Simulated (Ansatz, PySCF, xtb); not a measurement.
Complex: CH4O (SMILES CO) (first 6 atoms) with CH6Si (SMILES C[SiH3]); geometry from B3LYP-D3(BJ)/def2-TZVP, rigid monomers moved along the line of their centres of mass till O2···Si8 is 3.79 Å.
(charge 0, multiplicity 1):
```xyz
14

C      0.33690    -0.27053    -0.27642
O      0.52993     0.78422     0.65793
H     -0.21442    -1.10857     0.16176
H      1.32678    -0.62097    -0.56478
H     -0.18588     0.07090    -1.17587
H     -0.33090     1.10812     0.94283
C      1.27523     0.30220     4.48462
Si    -0.44450    -0.34987     4.14235
H      1.74346     0.60843     3.54886
H      1.89501    -0.46550     4.95173
H      1.24060     1.16221     5.15597
H     -1.29776     0.69254     3.51188
H     -1.11842    -0.76297     5.39937
H     -0.41312    -1.52318     3.23649
```

Counterpoise-corrected where a basis set is named; no monomer relaxation. Rows marked so take none.

Correlated levels freeze the cores. Rows in 6-31G* carry no dispersion term and start afresh at each structure (6-31G* with six Cartesian d functions). MP2/6-31G* freezes PySCF's default core.

Run with Ansatz (a quantum-chemistry and plane-wave program) with Gaussian orbitals; PySCF for 6-31G* rows, the dispersion terms; xtb for the GFN methods. 

```json
[
 {"level": "GFN-FF", "interaction energy (kJ/mol)": "-3.7"},
 {"level": "HF/6-31G*", "interaction energy (kJ/mol)": "-3.4"},
 {"level": "PBE-D3(BJ)/def2-TZVPPD", "interaction energy (kJ/mol)": "-9.9"},
 {"level": "B3LYP/6-31G*", "interaction energy (kJ/mol)": "-3.4"},
 {"level": "B3LYP/def2-TZVPPD", "interaction energy (kJ/mol)": "-3.3"},
 {"level": "PBE0/def2-TZVPPD", "interaction energy (kJ/mol)": "-5.6"},
 {"level": "PBE0-D3(BJ)/def2-TZVPPD", "interaction energy (kJ/mol)": "-9.5"},
 {"level": "MP2/6-31G* (no counterpoise)", "interaction energy (kJ/mol)": "___"},
 {"level": "CCSD(T)/aug-cc-pV(D+d)Z", "interaction energy (kJ/mol)": "___"}
]
```

Q: Some entries are withheld; supply them.

A: 
- MP2/6-31G* (no counterpoise), interaction energy (kJ/mol): -14.1
- CCSD(T)/aug-cc-pV(D+d)Z, interaction energy (kJ/mol): -8.2
